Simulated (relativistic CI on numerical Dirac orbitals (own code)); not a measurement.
The 5-electron sequence from B to Ca¹⁵⁺

Method of calculation: Dirac-Coulomb-Breit CI, separate exchange-only KLI orbitals for each configuration, a model potential for QED, valence Slater integrals scaled by 0.9, P86 correlation energy added to each configuration (own radial code, finite nucleus).

Configurations in the expansion (outside the closed core 1s2): 2s²2p, 2s2p², 2p³, 2p²3s, 2p²3p, 2p²3d, 2s²3s. Levels of other configurations are missing.

Energies above each ion's lowest level, in eV. Levels are followed by their leading LS label, which can pass from one level to another where the coupling changes.

| Ion | 2s²2p ²P°1/2 | 2s²2p ²P°3/2 | 2s2p² ⁴P1/2 | 2s2p² ⁴P3/2 | 2s2p² ⁴P5/2 |
| --- | --- | --- | --- | --- | --- |
| B | 0 | 0.0016287 | 3.2718 | 3.2725 | 3.2733 |
| C⁺ | 0 | 0.0074838 | 5.0489 | 5.0515 | 5.0548 |
| N²⁺ | 0 | 0.021125 | 6.8703 | 6.8775 | 6.8871 |
| O³⁺ | 0 | 0.047268 | 8.7129 | 8.7289 | 8.751 |
| F⁴⁺ | 0 | 0.091702 | 10.574 | 10.605 | 10.649 |
| Ne⁵⁺ | 0 | 0.1613 | 12.457 | 12.512 | 12.591 |
| Mg⁷⁺ | 0 | 0.40895 | 16.313 | 16.454 | 16.659 |
| Al⁸⁺ | ? | ? | ? | ? | ? |
| Si⁹⁺ | 0 | 0.86729 | 20.339 | 20.645 | 21.084 |
| P¹⁰⁺ | 0 | 1.2045 | 22.435 | 22.867 | 23.478 |
| S¹¹⁺ | 0 | 1.6314 | 24.599 | 25.194 | 26.021 |
| Cl¹²⁺ | 0 | 2.163 | 26.838 | 27.643 | 28.736 |
| Ar¹³⁺ | 0 | 2.8152 | 29.16 | 30.23 | 31.646 |
| K¹⁴⁺ | 0 | 3.6051 | 31.574 | 32.975 | 34.776 |
| Ca¹⁵⁺ | 0 | 4.5513 | 34.084 | 35.899 | 38.151 |

Fill in the row of Al⁸⁺.

2s²2p ²P°1/2 0, 2s²2p ²P°3/2 0.60627, 2s2p² ⁴P1/2 18.301, 2s2p² ⁴P3/2 18.512, 2s2p² ⁴P5/2 18.818 (eV).

The lowest level keeps the configuration 2s²2p and J = 1/2 throughout.

Between Z = 17 and 20 the energy of 2s²2p ²P°3/2 follows a local power law Z^4.6. For orientation: electrostatic splittings inside a shell grow about linearly with the screened charge, excitations that change n as its square, and fine structure as its fourth power; written in Z itself the exponents are larger, since the screened charge grows faster in proportion.

The members near neutrality are the least accurate: they can be off by several eV, miss lower levels of configurations outside the list, or start from a wrong lowest level.
